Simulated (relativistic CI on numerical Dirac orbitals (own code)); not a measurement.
Calculated levels, Tc II

These numbers are calculated, not measured: Dirac-Coulomb-Breit CI, KLI orbitals optimised for each configuration, model QED (radiative potential, 1s self-energy scaled to tabulated hydrogen-like ionisation energies), valence Slater integrals scaled by 0.85, P86 correlation energy added to each configuration (own radial code, finite nucleus).

Configurations in the expansion (outside the closed core [Kr]): 4d⁵5s, 4d⁶, 4d⁵5p, 4d⁴5s², 4d⁵5d, 4d⁴5s5p, 4d⁵6s, 4d³5s5p², 4d⁵6p, 4d⁴5s4f, 4d⁵7s, 4d⁵6d. Levels of other configurations are missing.

| No. | Configuration | Term | J | E (eV) | % | Next component (%) | Landé g |
| --- | --- | --- | --- | --- | --- | --- | --- |
| 41 | 4d⁵(4G)5s | ³G | 3 | 4.0699 | 70 | 12 ³F | 0.828 |
| 42 | 4d⁶ | ³P | 0 | 4.0768 | 56 | 40 4d⁵5s ³P |  |
| 43 | 4d⁵(4G)5s | ³G | 4 | 4.0793 | 64 | 17 ³F | 1.107 |
| 44 | 4d⁵(4G)5s | ³G | 5 | 4.0847 | 46 | 45 ³I | 1.028 |
| 45 | 4d⁵(4P)5s | ³P | 1 | 4.1075 | 48 | 48 4d⁶ ³P | 1.485 |
| 46 | 4d⁵(2I)5s | ³I | 6 | 4.1115 | 97 | 3 ³H | 1.027 |
| 47 | 4d⁵(2I)5s | ³I | 5 | 4.1286 | 52 | 43 ³G | 1.011 |
| 48 | 4d⁵(2I)5s | ³I | 7 | 4.1287 | 100 |  | 1.143 |
| 49 | 4d⁵(4P)5s | ³P | 2 | 4.1400 | 35 | 19 ³F | 1.146 |
| 50 | 4d⁶ | ³F | 4 | 4.1758 | 37 | 27 4d⁵5s ³F | 1.200 |
| 51 | 4d⁶ | ³F | 2 | 4.1806 | 31 | 25 4d⁵5s ³F | 0.999 |
| 52 | 4d⁶ | ³F | 3 | 4.2116 | 37 | 31 4d⁵5s ³F | 1.029 |
| 53 | 4d⁵(4F)5s | ⁵F | 1 | 4.3096 | 94 | 4 ³D | 0.036 |
| 54 | 4d⁵(4F)5s | ⁵F | 2 | 4.3201 | 92 | 3 ³D | 1.010 |
| 55 | 4d⁵(4F)5s | ⁵F | 5 | 4.3307 | 94 | 5 ³G | 1.390 |
| 56 | 4d⁵(4F)5s | ⁵F | 3 | 4.3358 | 90 | 3 ³F | 1.243 |
| 57 | 4d⁵(4F)5s | ⁵F | 4 | 4.3519 | 89 | 3 4d⁶ ³F | 1.339 |
| 58 | 4d⁵(6S)5p | ⁷P° | 2 | 4.4594 | 98 | 1 ⁵P° | 2.328 |
| 59 | 4d⁵(6S)5p | ⁷P° | 3 | 4.5213 | 97 | 2 ⁵P° | 1.912 |
| 60 | 4d⁵(4D)5s | ³D | 3 | 4.5802 | 88 | 3 4d⁶ ³F | 1.311 |
| 61 | 4d⁵(4D)5s | ³D | 2 | 4.5811 | 93 | 2 4d⁶ ³F | 1.159 |
| 62 | 4d⁵(4D)5s | ³D | 1 | 4.5837 | 97 | 1 4d⁶ ³P | 0.514 |
| 63 | 4d⁵(6S)5p | ⁷P° | 4 | 4.6224 | 99 | 1 4d⁴5s5p ⁷P° | 1.750 |
| 64 | 4d⁶ | ³P | 1 | 4.7094 | 40 | 31 4d⁵5s ³P | 1.245 |
| 65 | 4d⁵(4P)5s | ³P | 0 | 4.7098 | 51 | 42 4d⁶ ³P |  |
| 66 | 4d⁶ | ³P | 2 | 4.7172 | 30 | 29 4d⁵5s ³D | 1.173 |
| 67 | 4d⁵(2I)5s | ¹I | 6 | 4.7251 | 77 | 20 ³H | 1.035 |
| 68 | 4d⁵(2D)5s | ³D | 3 | 4.7727 | 53 | 16 4d⁶ ³F | 1.249 |
| 69 | 4d⁵(2H)5s | ³H | 4 | 4.8409 | 45 | 31 4d⁶ ¹G | 0.914 |
| 70 | 4d⁵(2H)5s | ³H | 5 | 4.8865 | 71 | 24 ³G | 1.077 |
| 71 | 4d⁵(2F)5s | ³F | 2 | 4.8994 | 41 | 20 4d⁶ ³P | 0.986 |
| 72 | 4d⁶ | ¹G | 4 | 4.9133 | 36 | 30 4d⁵5s ³H | 0.951 |
| 73 | 4d⁵(2D)5s | ³D | 1 | 4.9425 | 59 | 14 ³P | 0.723 |
| 74 | 4d⁵(2D)5s | ³D | 2 | 4.9747 | 43 | 19 ¹D | 1.168 |
| 75 | 4d⁵(2F)5s | ³F | 4 | 4.9784 | 59 | 27 4d⁶ ³F | 1.217 |
| 76 | 4d⁵(2G)5s | ³G | 3 | 5.0013 | 48 | 23 ³F | 0.947 |
| 77 | 4d⁵(2H)5s | ³H | 6 | 5.0045 | 75 | 22 ¹I | 1.129 |
| 78 | 4d⁵(2G)5s | ³G | 3 | 5.0604 | 44 | 31 ³F | 0.973 |
| 79 | 4d⁵(2G)5s | ³G | 5 | 5.0917 | 68 | 25 ³H | 1.157 |
| 80 | 4d⁵(2G)5s | ³G | 4 | 5.0960 | 64 | 18 ³H | 1.030 |
| 81 | 4d⁵(2D)5s | ¹D | 2 | 5.2602 | 58 | 26 ³F | 0.959 |
| 82 | 4d⁵(6S)5p | ⁵P° | 3 | 5.3236 | 94 | 2 4d⁴5s5p ⁵P° | 1.670 |
| 83 | 4d⁵(6S)5p | ⁵P° | 2 | 5.3433 | 95 | 2 4d⁴5s5p ⁵P° | 1.837 |
| 84 | 4d⁵(2F)5s | ³F | 4 | 5.3530 | 83 | 10 4d⁶ ³F | 1.243 |
| 85 | 4d⁵(2F)5s | ¹F | 3 | 5.3553 | 55 | 29 ³F | 1.035 |
| 86 | 4d⁵(6S)5p | ⁵P° | 1 | 5.3588 | 96 | 2 4d⁴5s5p ⁵P° | 2.497 |
| 87 | 4d⁵(2F)5s | ³F | 3 | 5.4962 | 53 | 30 ¹F | 1.059 |
| 88 | 4d⁵(2F)5s | ³F | 2 | 5.5077 | 70 | 14 4d⁶ ³F | 0.720 |
| 89 | 4d⁵(2H)5s | ¹H | 5 | 5.5891 | 95 | 3 ³G | 1.005 |
| 90 | 4d⁵(4F)5s | ³F | 2 | 5.6621 | 88 | 5 4d⁶ ³F | 0.683 |
| 91 | 4d⁵(4F)5s | ³F | 3 | 5.6714 | 83 | 8 4d⁶ ³F | 1.078 |
| 92 | 4d⁵(4F)5s | ³F | 4 | 5.7487 | 83 | 9 4d⁶ ³F | 1.237 |
| 93 | 4d⁵(2S)5s | ³S | 1 | 5.8010 | 99 |  | 2.000 |
| 94 | 4d⁵(2G)5s | ¹G | 4 | 5.9979 | 63 | 28 4d⁶ ¹G | 1.014 |
| 95 | 4d⁶ | ¹D | 2 | 6.0936 | 49 | 45 4d⁵5s ¹D | 0.994 |
| 96 | 4d⁵(2F)5s | ¹F | 3 | 6.1559 | 69 | 12 ³D | 1.044 |
| 97 | 4d⁴5s² | ⁵D | 0 | 6.2371 | 95 | 2 4d⁵5s ⁵D |  |
| 98 | 4d⁴5s² | ⁵D | 1 | 6.2721 | 95 | 2 4d⁵5s ⁵D | 1.494 |
| 99 | 4d⁴5s² | ⁵D | 2 | 6.3327 | 87 | 9 4d⁵5s ³D | 1.467 |
| 100 | 4d⁵(2D)5s | ³D | 1 | 6.3511 | 96 | 1 4d⁴5s² ³D | 0.506 |
| 101 | 4d⁵(2D)5s | ³D | 2 | 6.3639 | 86 | 9 4d⁴5s² ⁵D | 1.195 |
| 102 | 4d⁵(2D)5s | ³D | 3 | 6.3966 | 76 | 10 4d⁴5s² ⁵D | 1.309 |
| 103 | 4d⁴5s² | ⁵D | 3 | 6.4221 | 87 | 8 4d⁵5s ³D | 1.480 |
| 104 | 4d⁵(2S)5s | ¹S | 0 | 6.4247 | 72 | 20 4d⁶ ¹S |  |
| 105 | 4d⁴5s² | ⁵D | 4 | 6.5191 | 96 | 1 4d⁵5s ⁵D | 1.498 |
| 106 | 4d⁵(4G)5p | ⁵G° | 2 | 6.8192 | 89 | 8 ³F° | 0.368 |
| 107 | 4d⁵(4G)5p | ⁵G° | 3 | 6.8395 | 87 | 5 ⁵H° | 0.908 |
| 108 | 4d⁵(4G)5p | ⁵G° | 4 | 6.8601 | 86 | 8 ⁵H° | 1.132 |
| 109 | 4d⁵(4G)5p | ⁵G° | 5 | 6.8797 | 86 | 9 ⁵H° | 1.249 |
| 110 | 4d⁵(4G)5p | ⁵G° | 6 | 6.9000 | 87 | 7 ⁵H° | 1.319 |

Energies count from the lowest computed level; ° marks odd parity. Percentages are summed over parent terms; the parents shown are those of the largest component, closed shells are left out there.

The mean weight of the leading LS term, summed over parents, in these 70 levels is 72 %, and that of the leading jj configuration (from the same eigenvectors) 42 %, so LS coupling describes them better.

Correlation outside the listed configurations is missing or only estimated: errors of thousands of cm⁻¹ between configurations and terms are usual at this charge. Rates and lifetimes follow the computed energies and can be off by large factors. The fine structure of a lone outer electron comes out too small, for d and f at times inverted, and misplaced configurations move strength between like terms.

LS names give the leading component of a level, which can be under half, so a name can repeat, a term be missing and a line seem to break the LS rules.
